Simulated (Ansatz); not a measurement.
Coupled-cluster diagnostics for nido-B6H10 (SH for H, site c on B) (B6H10S), Ansatz.

Geometry of the singlet (PBE0-D4/def2-SVP):

```xyz
17

B    -0.830    0.788   -0.853
B     0.677    1.420   -0.290
B     0.376   -1.246    0.587
B     1.488    0.162    0.682
B    -0.233    0.398    0.806
B    -1.025   -0.774   -0.350
S    -2.526   -1.798   -0.198
H    -1.639    1.599   -1.213
H     1.013    2.571   -0.269
H     0.447   -2.182    1.332
H     2.328    0.333    1.518
H    -0.749    0.782    1.818
H    -3.244   -1.138   -1.129
H     0.319    0.960   -1.514
H     1.878    0.729   -0.431
H     1.657   -1.041    0.159
H     0.062   -1.562   -0.656
```

Correlated methods freeze 11 core orbitals.

(1) Estimate the CCSD(T) correlation energy, the shares of MP2 and (T), T1 and the reference's ⟨S²⟩ for: charge 0, singlet, own geometry in def2-SVP; and the rough time on 4 threads of Arm Neoverse V1 on a shared host.

Results:

(1) 
```json
{"state": "charge 0, singlet, own geometry", "basis": "def2-SVP", "correlation (eV)": "-23.354", "MP2 share (%)": "87.6", "(T) share (%)": "4.0", "T1": "0.012", "⟨S²⟩ (pure)": "0.00 (0.00)", "wall time": "32 s"}
```
Customary marks for T1 are 0.02 (closed shells), 0.045 (open shells) and about 0.05 (3d metals). T1 stays under 0.02 throughout.
